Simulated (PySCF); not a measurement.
Be(I)(NMe2) (C2H6BeIN), SMILES [N]([Be][I])(C)C.

Geometry optimised at PBE0-D3(BJ)/def2-SVP. The structure was generated by enumeration; whether it is a known compound was not checked. The def2 effective core potentials stand for the cores of I; spin–orbit coupling is left out. Other conformers were not sampled.

Calculation: PBE/def2-TZVP (PySCF).

Isolated molecule, no solvent.

```
Item                                                                                                             Value
---------------------------------------------------------------------------------------------  -----------------------
total energy                                                                                        -446.93607 hartree
point group                                                                                                        C2v
highest occupied level                                                                                        -5.27 eV
lowest empty level                                                                                            -0.98 eV
orbital gap                                                                                                    4.29 eV
dipole moment                                                                                                   1.90 D
quadrupole, principal values (traceless, Buckingham form, about the centre of nuclear charge)    -3.41, 0.99, 2.42 D·Å
mean static polarisability                                                                       85.5 bohr³ (12.67 Å³)
polarisability, principal values                                                               66.6, 73.9, 116.1 bohr³
```
